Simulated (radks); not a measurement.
Spherical quantum dot in the effective-mass picture: electrons in a hard-walled sphere of radius 5.61, all in effective atomic units (hartree* = m*/eps^2 hartree, bohr* = eps/m* bohr), one dielectric constant everywhere. Calculated with a radial shooting solver with Libxc functionals: non-relativistic Kohn-Sham, PBEsol, spin-polarised, spherical densities. Levels are named by radial order and angular momentum (1s, 1p, 1d, 2s, ...), and open shells are averaged over m. Results are scaled to m* = 0.058 and eps = 13.2, for which hartree* = 9.058 meV and bohr* = 12.04 nm. Each electron was tried in the lowest free levels, single moves between levels near the top were tried too, and the lowest total energy was kept; such a search can miss a lower state. The series stops at N = 32: beyond it a trial failed or the search could not be trusted, so later rows were left out. At N = 1 the Hartree and exchange-correlation terms need not cancel, so that row can carry a self-interaction error.

| N | open shells | 2S | E (meV) | mu = E(N) - E(N-1) (meV) | addition energy mu(N+1) - mu(N) (meV) | rms radius (nm) |
|---|---|---|---|---|---|---|
| 1 | 1s(up 1, down 0) | 1 | 1.42673 | 1.4267 | 2.464 | 36.40 |
| 2 | none | 0 | 5.31738 | 3.8906 | 3.162 | 38.67 |
| 3 | 1p(up 1, down 0) | 1 | 12.3697 | 7.0524 | 1.960 | 41.21 |
| 4 | 1p(up 2, down 0) | 2 | 21.3822 | 9.0124 | 1.999 | 42.66 |
| 5 | 1p(up 3, down 0) | 3 | 32.3939 | 11.012 | 2.501 | 43.69 |
| 6 | 1p(up 3, down 1) | 2 | 45.9064 | 13.513 | 1.902 | 44.53 |
| 7 | 1p(up 3, down 2) | 1 | 61.3208 | 15.414 | 1.940 | 45.20 |
| 8 | none | 0 | 78.6756 | 17.355 | 3.354 | 45.76 |
| 9 | 1d(up 1, down 0) | 1 | 99.3843 | 20.709 | 1.902 | 46.40 |
| 10 | 1d(up 2, down 0) | 2 | 121.995 | 22.610 | 1.910 | 46.94 |
| 11 | 1d(up 3, down 0) | 3 | 146.515 | 24.520 | 1.913 | 47.40 |
| 12 | 1d(up 4, down 0) | 4 | 172.948 | 26.433 | 1.914 | 47.80 |
| 13 | 1d(up 5, down 0) | 5 | 201.296 | 28.348 | 2.393 | 48.16 |
| 14 | 1d(up 5, down 1) | 4 | 232.037 | 30.741 | 1.869 | 48.49 |
| 15 | 1d(up 5, down 2) | 3 | 264.647 | 32.610 | 1.878 | 48.79 |
| 16 | 1d(up 5, down 3) | 2 | 299.135 | 34.488 | 1.883 | 49.06 |
| 17 | 1d(up 5, down 4) | 1 | 335.505 | 36.370 | 1.885 | 49.31 |
| 18 | none | 0 | 373.761 | 38.256 | 3.593 | 49.55 |
| 19 | 1f(up 1, down 0) | 1 | 415.609 | 41.849 | 1.861 | 49.80 |
| 20 | 1f(up 2, down 0) | 2 | 459.318 | 43.709 | 1.862 | 50.04 |
| 21 | 1f(up 3, down 0) | 3 | 504.890 | 45.572 | 1.864 | 50.26 |
| 22 | 1f(up 4, down 0) | 4 | 552.325 | 47.435 | 1.864 | 50.46 |
| 23 | 1f(up 5, down 0) | 5 | 601.624 | 49.299 | 1.864 | 50.65 |
| 24 | 1f(up 6, down 0) | 6 | 652.787 | 51.163 | 1.864 | 50.83 |
| 25 | 1f(up 7, down 0) | 7 | 705.814 | 53.027 | 2.326 | 51.00 |
| 26 | 1f(up 7, down 1) | 6 | 761.167 | 55.353 | 1.840 | 51.16 |
| 27 | 1f(up 7, down 2) | 5 | 818.360 | 57.193 | 1.842 | 51.31 |
| 28 | 1f(up 7, down 3) | 4 | 877.394 | 59.035 | 1.844 | 51.46 |
| 29 | 1f(up 7, down 4) | 3 | 938.273 | 60.879 | 1.845 | 51.60 |
| 30 | 1f(up 7, down 5) | 2 | 1001.00 | 62.723 | 1.845 | 51.73 |
| 31 | 1f(up 7, down 6) | 1 | 1065.57 | 64.569 | 1.846 | 51.85 |
| 32 | none | 0 | 1131.98 | 66.415 | - | 51.97 |

All shells are closed at N = 2, 8, 18, 32 (there: 1s2 1p6 1d10 1f14); the second difference of the energy has clear peaks (12 % above both neighbours; the first and last values, which can be the largest, are not judged, and half-filled shells can peak too) at N = 2, 5, 8, 13, 18, 25.
